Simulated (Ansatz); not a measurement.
This geometry of ClFGeH2 (5 atoms, charge 0, multiplicity 1) is a first-order saddle point.

Theory: Ansatz 0.2.0, RKS PBE/def2-SVP.

```xyz
5
Properties=species:S:1:pos:R:3
Ge -0.263 0.043 0.343
H 0.974 -0.068 1.413
F 1.770 -0.006 0.361
H -0.576 1.214 -0.655
Cl -0.905 -1.730 -0.755
```

Which two structures does it join? (They come from a converged band through this point; their orientation in space is the band's.)

Bonds broken: Ge1–H2, Ge1–F3. Bonds formed: H2–F3. ClFGeH2 becomes ClGeH + FH.

Initial state:

```xyz
5
Properties=species:S:1:pos:R:3
Ge 0.186 0.019 0.225
H 0.205 -0.072 1.767
F 1.854 -0.013 -0.313
H -0.469 1.268 -0.403
Cl -0.775 -1.749 -0.568
```

Final state:

```xyz
5
Properties=species:S:1:pos:R:3
Ge -0.652 0.646 0.629
H 1.155 -0.842 0.347
F 1.524 -0.001 0.688
H -0.361 1.215 -0.859
Cl -0.664 -1.564 -0.096
```

How far does it lie above each of them?

50.2 kcal/mol above the first and 22.8 kcal/mol above the second. This is the barrier of this one path; another mechanism may lie lower. The orbitals stay closed-shell, which can raise the energy where a bond breaks towards radicals; this wasn't checked here.

Run time: 3.1 min on 1 thread of Arm Neoverse V1, with other jobs on the host, peak memory 0.13 GiB.
